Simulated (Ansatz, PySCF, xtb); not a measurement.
Reaction (SMILES): C=C(C)C + 4 [H][H] (H2) → 4 C (CH4)
Each molecule is optimised on its own at B3LYP-D3(BJ)/def2-TZVP (Ansatz, a first-principles code). Frequencies are from Ansatz or PySCF.

Wanted: energy of full hydrogenation (enthalpy at 298 K, with B3LYP-D3(BJ) rigid-rotor harmonic-oscillator terms), in eV. Cores are frozen in the correlated levels unless marked. No spin-orbit coupling. Non-relativistic. Basis-set limits of correlation are two-point, X^-3; Hartree-Fock from the larger set. [CCSD(T)-MP2]/basis is that difference in the basis named.

```
level                                                     program  energy of full hydrogenation (eV)
-------------------------------------------------  --------------  ---------------------------------
GFN2-xTB                                                      xtb                              -3.60
HF/aug-cc-pVDZ                                             Ansatz                              -3.46
RI-HF/cc-pVQZ                                              Ansatz                              -3.43
PBE-D4/def2-TZVPD                                  Ansatz + dftd4                              -2.87
revPBE-D3(BJ)/def2-TZVPD                           Ansatz + dftd3                              -2.72
PBE0-D3(BJ)/def2-TZVPD                             Ansatz + dftd3                              -3.09
TPSSh-D4/def2-TZVPD                                 PySCF + dftd4                              -2.85
r2SCANh-D4/def2-TZVPD                              Ansatz + dftd4                              -3.04
r2SCAN0/def2-TZVPD                                         Ansatz                              -3.16
HSE06-D4/def2-TZVPD                                Ansatz + dftd4                              -3.09
LC-wPBE-D3(BJ)/def2-TZVPD                          Ansatz + dftd3                              -3.17
B2PLYP/def2-TZVPD                                          Ansatz                              -3.00
RPA@PBE/cc-pVTZ                                            Ansatz                              -2.86
MP2/STO-3G                                                 Ansatz                              -3.22
MP2/6-31G                                                  Ansatz                              -2.72
SCS-MP2/6-31G                                              Ansatz                              -2.82
SCS-MP2/6-31G*                                             Ansatz                              -2.84
CCSD/6-31G*                                                Ansatz                              -2.79
CCSD(T)/aug-cc-pVDZ                                        Ansatz                              -2.95
CCSD(T)/cc-pVDZ                                            Ansatz                              -2.96
RI-MP2/CBS(cc-pVTZ,cc-pVQZ)+[CCSD(T)-MP2]/cc-pVTZ          Ansatz                              -2.93
```
